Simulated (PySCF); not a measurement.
Electron correlation in Cl (chlorine, neutral)

[Ne] 3s2 3p5, 2P determinant. All numbers are calculated (PySCF 2.14, scalar relativity by spin-free X2C-1e, in aug-cc-pCVTZ-DK with one added diffuse shell each of s, p, d, f type (9s8p6d4f, 91 functions)). Frozen: [Ne]; 7 electrons correlated.

```json
{"level": "CCSD", "correlation energy (mhartree)": "-187.31"}
{"level": "(T)", "correlation energy (mhartree)": "-6.50"}
{"level": "CCSD(T)", "correlation energy (mhartree)": "-193.81"}
```

Diagnostics: T1 = 0.0074, D1 = 0.0244, largest double amplitude 0.038.

Cost of the coupled-cluster step: about 28 core-seconds, for 7 correlated electrons.
